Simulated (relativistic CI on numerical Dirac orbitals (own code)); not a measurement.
Calculated levels, Zn⁴⁺

These numbers are calculated, not measured: Dirac-Coulomb-Breit CI, orbitals from a KLI potential per configuration, a model potential for QED, valence Slater integrals scaled by 0.85, P86 correlation energy added to each configuration (own radial code, finite nucleus).

Configuration list (outside the closed core [Ne]): 3s²3p⁶3d⁸, 3s²3p⁶3d⁷4s, 3s²3p⁶3d⁷4p, 3s²3p⁵3d⁹, 3s²3p⁶3d⁷4d, 3s²3p⁶3d⁷5s, 3s²3p⁶3d⁷5p, 3s²3p⁶3d⁶4s², 3s²3p⁶3d⁷4f, 3s²3p⁶3d⁷5d, 3s²3p⁶3d⁶4s4p, 3s²3p⁶3d⁷5f, 3s²3p⁶3d⁷5g, 3s²3p⁴3d¹⁰, 3s3p⁶3d⁹, 3s²3p⁶3d⁶4p². Levels of other configurations are missing.

The lowest level is 3s²3p⁶3d⁸ ³F4, with 100 % of that term; Hund's rules for 3s²3p⁶3d⁸ give ³F with J = 4, in agreement.

```
No.  Configuration  Term  J  E (cm⁻¹)    %  Next component (%)  Landé g      jj configuration (%)
  1      3s²3p⁶3d⁸    ³F  4       0.0  100                        1.249              3d5/2^4 (83)
  2      3s²3p⁶3d⁸    ³F  3    2408.2  100                        1.083     3d3/2^3 3d5/2^5 (100)
  3      3s²3p⁶3d⁸    ³F  2    3918.4   98                2 ¹D    0.672      3d3/2^2 3d5/2^6 (55)
  4      3s²3p⁶3d⁸    ¹D  2   16641.6   82               16 ³P    1.076              3d5/2^4 (74)
  5      3s²3p⁶3d⁸    ³P  2   21145.1   83               16 ¹D    1.417      3d3/2^3 3d5/2^5 (68)
  6      3s²3p⁶3d⁸    ³P  1   21684.3  100                        1.500     3d3/2^3 3d5/2^5 (100)
  7      3s²3p⁶3d⁸    ³P  0   22059.6   99                1 ¹S               3d3/2^2 3d5/2^6 (53)
  8      3s²3p⁶3d⁸    ¹G  4   29164.1  100                        1.000      3d3/2^3 3d5/2^5 (83)
  9      3s²3p⁶3d⁸    ¹S  0   62499.3   99                1 ³P                       3d5/2^4 (52)
 10    3s²3p⁶3d⁷4s    ⁵F  5  200148.3   99                1 ³G    1.399           3d5/2^3 4s (55)
 11    3s²3p⁶3d⁷4s    ⁵F  4  201804.8   99                1 ³F    1.348   3d3/2^3 3d5/2^4 4s (72)
 12    3s²3p⁶3d⁷4s    ⁵F  3  203113.2   99                1 ³F    1.249   3d3/2^3 3d5/2^4 4s (48)
 13    3s²3p⁶3d⁷4s    ⁵F  2  204057.1   99                        0.999   3d3/2^2 3d5/2^5 4s (57)
 14    3s²3p⁶3d⁷4s    ⁵F  1  204667.3   99                1 ³D    0.000   3d3/2^2 3d5/2^5 4s (35)
 15    3s²3p⁶3d⁷4s    ³F  4  209651.2   98                1 ⁵F    1.249   3d3/2^3 3d5/2^4 4s (48)
 16    3s²3p⁶3d⁷4s    ³F  3  211880.6   99                1 ⁵F    1.084   3d3/2^3 3d5/2^4 4s (57)
 17    3s²3p⁶3d⁷4s    ³F  2  213360.8   99                1 ¹D    0.669   3d3/2^2 3d5/2^5 4s (47)
 18    3s²3p⁶3d⁷4s    ⁵P  3  223279.6   99                1 ³D    1.665   3d3/2^3 3d5/2^4 4s (60)
 19    3s²3p⁶3d⁷4s    ⁵P  2  223738.4   94                5 ³P    1.816   3d3/2^3 3d5/2^4 4s (44)
 20    3s²3p⁶3d⁷4s    ⁵P  1  224590.3   96                3 ³P    2.468   3d3/2^3 3d5/2^4 4s (58)
 21    3s²3p⁶3d⁷4s    ³G  5  225811.1   96                3 ³H    1.194           3d5/2^3 4s (42)
 22    3s²3p⁶3d⁷4s    ³G  4  226659.3   91                4 ¹G    1.039   3d3/2^3 3d5/2^4 4s (43)
 23    3s²3p⁶3d⁷4s    ³G  3  227804.5   99                        0.750   3d3/2^3 3d5/2^4 4s (50)
 24    3s²3p⁶3d⁷4s    ¹G  4  231170.7   85                8 ³H    0.988   3d3/2^3 3d5/2^4 4s (51)
 25    3s²3p⁶3d⁷4s    ³P  2  232102.2   91                8 ³D    1.477           3d5/2^3 4s (48)
 26    3s²3p⁶3d⁷4s    ³P  1  232373.9   79               14 ¹P    1.397           3d5/2^3 4s (59)
 27    3s²3p⁶3d⁷4s    ³P  0  233003.6  100                                3d3/2^3 3d5/2^4 4s (98)
 28    3s²3p⁶3d⁷4s    ³H  6  233332.2  100                        1.166  3d3/2^3 3d5/2^4 4s (100)
 29    3s²3p⁶3d⁷4s    ³P  2  233757.9   85                9 ³D    1.467   3d3/2^2 3d5/2^5 4s (42)
 30    3s²3p⁶3d⁷4s    ³H  5  234214.1   94                4 ¹H    1.035   3d3/2^3 3d5/2^4 4s (73)
```

Energies count from the lowest computed level. Filled j subshells are mostly left out of the jj labels.

The mean weight of the leading LS term, summed over parents, in these 30 levels is 95 %, and that of the leading jj configuration (from the same eigenvectors) 62 %, so LS coupling describes them better.

At this charge configurations can still be misplaced by up to about 7 % of their energy. 58 of the 63 excited levels that our extract of the measured tables holds in this range could be paired (the sources list more); they are missed by 933 cm⁻¹ on average and 7405 at most, and levels without a partner can miss by more.

Landé's interval rule says that E(J) − E(J−1) = AJ with one A. For the ground term the intervals give A = -503.4, -602.0 cm⁻¹ for J = 3, 4; the multiplet is inverted.

LS names give the leading component of a level, which can be under half, so a name can repeat, a term be missing and a line seem to break the LS rules.
